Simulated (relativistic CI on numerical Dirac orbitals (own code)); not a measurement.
# Transition arrays of Tc XXIII

Method of calculation: Dirac-Coulomb-Breit CI, orbitals from a KLI potential per configuration, model QED, valence Slater integrals scaled by 0.9, whole transition arrays (own radial code, finite nucleus).

CI space (outside the closed core [Ne] 3s2): 3p⁶3d³, 3p⁶3d²4f, 3p⁵3d⁴, 3p⁶3d²4p, 3p⁶3d²5f. Levels of other configurations are missing.

All E1 lines from the levels of 3p⁶3d³; mean and standard deviation are weighted by gf, and upper levels are sorted by their leading configuration.

```
Upper configuration  Lines    Σgf  Mean (eV)  Mean (nm)  σ (eV)  Strongest line (nm)
           3p⁶3d²4f    721  286.2     563.04      2.202    5.18                2.187
             3p⁵3d⁴   1718  161.2     177.19      6.997   13.96                6.721
           3p⁶3d²4p    466   13.5     451.08      2.749    4.98                2.749
           3p⁶3d²5f    721   83.1     730.82      1.696    5.53                1.690
```

Σgf per state of the lower configuration in bins of 0.2 nm over the central range (centre: value): 1.7: 0.69, 2.1: 1.32, 2.3: 1.07, 2.7: 0.11, 6.3: 0.07, 6.5: 0.26, 6.7: 0.28, 6.9: 0.19, 7.1: 0.15, 7.3: 0.07, 7.5: 0.07, 7.7: 0.07, 7.9: 0.04.

Problem. How do configuration mixing and the scaling of the Slater integrals move the arrays?

Solution. Slater scale 0.9, no configuration mixing: 3p⁶3d²4f 562.9 ± 5.1 eV (Σgf 274.3), 3p⁵3d⁴ 177.3 ± 13.9 eV (Σgf 168.2), 3p⁶3d²4p 451.2 ± 4.9 eV (Σgf 14.1), 3p⁶3d²5f 730.7 ± 5.5 eV (Σgf 68.8); Slater scale 1: 3p⁶3d²4f 563.6 ± 5.7 eV (Σgf 288.5), 3p⁵3d⁴ 179.8 ± 14.8 eV (Σgf 162.7), 3p⁶3d²4p 451.1 ± 5.5 eV (Σgf 13.4), 3p⁶3d²5f 731.0 ± 6.0 eV (Σgf 83.9); Slater scale 0.8: 3p⁶3d²4f 562.5 ± 4.7 eV (Σgf 283.8), 3p⁵3d⁴ 174.5 ± 13.1 eV (Σgf 159.7), 3p⁶3d²4p 451.0 ± 4.5 eV (Σgf 13.5), 3p⁶3d²5f 730.6 ± 5.0 eV (Σgf 82.3). With mixing, levels are counted to their leading configuration, so an array can shrink or vanish into another, and the sums then hold other lines.
